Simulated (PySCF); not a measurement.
C6H6Cl2.
Z-matrix (Å and degrees, GFN2-xTB geometry), rows numbered from 1:
```
C 
C   1  1.3303
C   2  1.4439  1  125.77
Cl  3  1.7314  2  116.75  1     0.00
C   3  1.3489  2  123.04  1   179.92
C   5  1.4307  3  125.72  2  -179.95
C   6  1.3366  5  125.09  3   179.99
Cl  7  1.7159  6  123.80  5     0.03
H   1  1.0754  2  121.34  3   179.98
H   1  1.0766  2  121.97  3    -0.06
H   2  1.0818  1  120.11  3  -179.92
H   5  1.0810  3  117.59  2     0.07
H   6  1.0807  5  117.42  3     0.03
H   7  1.0780  6  122.88  5  -179.99
```

Method: CAM-B3LYP/def2-SVPD in PySCF (dipole) on a GFN2-xTB geometry, gas phase.

Take the most abundant isotopes and a rigid rotor. The values belong to one conformer with, in the numbering `[CH2:1]=[CH:2]/[C:3]([Cl:4])=[CH:5]/[CH:6]=[CH:7]\[Cl:8]`, C1–C2–C3–Cl4 0°, C3–C5–C6–C7 180°.

Problem. Give the principal moments of inertia and the rotational constants in cm⁻¹.

Solution. Ia = 159.51, Ib = 836.21, Ic = 995.72 u·Å²; 505379 MHz·u·Å²/I gives 3168, 604.4 and 507.6 MHz, that is A = 0.10568, B = 0.02016, C = 0.01693 cm⁻¹.

Problem. What kind of rotor is it?

Solution. A near-prolate asymmetric top. Ray's parameter κ = (2B − A − C)/(A − C) = -0.927; −1 is the prolate and +1 the oblate limit.

Problem. Is it planar, by Δ = Ic − Ia − Ib?

Solution. Planar: Δ = Ic − Ia − Ib = 0.00 u·Å². For a rigid frame Δ = −2 Σ m c², so it vanishes when all atoms lie in the ab plane; here none is more than 0.01 Å from it.

Problem. Which types of transition are allowed, and where do some lines up to J = 4 fall?

Solution. The dipole components are |μa| = 0.30 D, |μb| = 0.22 D, |μc| = 0.00 D; the mirror of this Cs structure is the ab plane, so μc vanishes by symmetry and there are no c-type lines. Intensities carry the squares of the components, which stand as 1.00 : 0.51 (a : b). Some lines, for components of 0.1 D or more:

```
type  branch         J(Ka,Kc)    MHz  lower level (cm⁻¹)
   a       Q  3(1,2) ← 3(1,3)    581               0.300
   b       R  3(0,3) ← 2(1,2)    855               0.194
   a       R  1(0,1) ← 0(0,0)   1112               0.000
   a       R  2(1,2) ← 1(1,1)   2127               0.123
   a       R  2(1,1) ← 1(1,0)   2321               0.126
   b       Q  2(1,1) ← 2(0,2)   2760               0.111
   a       R  3(2,1) ← 2(2,0)   3347               0.460
   a       R  3(1,2) ← 2(1,1)   3479               0.203
   a       R  4(2,3) ← 3(2,2)   4446               0.571
   a       R  4(3,2) ← 3(3,1)   4453               1.007
   a       R  4(2,2) ← 3(2,1)   4472               0.572
   b       R  2(1,2) ← 1(0,1)   4691               0.037
   b       R  4(1,4) ← 3(0,3)   6582               0.222
   b       Q  4(2,2) ← 4(1,3)   7398               0.474
   b       Q  2(2,1) ← 2(1,2)   7982               0.194
   b       Q  4(2,3) ← 4(1,4)   8326               0.442
   b       R  2(2,0) ← 1(1,1)  10112               0.123
   b       R  3(2,1) ← 2(1,2)  11331               0.194
   b       Q  4(3,1) ← 4(2,2)  13031               0.721
   b       Q  4(3,2) ← 4(2,3)  13070               0.719
   b       R  4(3,2) ← 3(2,1)  17503               0.572
   b       R  4(3,1) ← 3(2,2)  17516               0.571
   b       Q  4(4,0) ← 4(3,1)  18281               1.155
```

Problem. Estimate the classical rotational partition function at 10 K, 200 K and 298.15 K.

Solution. Point group Cs, symmetry number σ = 1; q = (√π/σ)·√((kT/h)³/(ABC)), k/h = 20836.6 MHz/K: 5410 at 10 K, 484000 at 200 K, 880000 at 298.15 K.

No GFN2-xTB frequencies stand behind this structure, so it isn't proved a minimum. No vibrational averaging or centrifugal distortion is included, and the geometry carries the error of its method. Quadrupole hyperfine structure (35Cl) is left out.
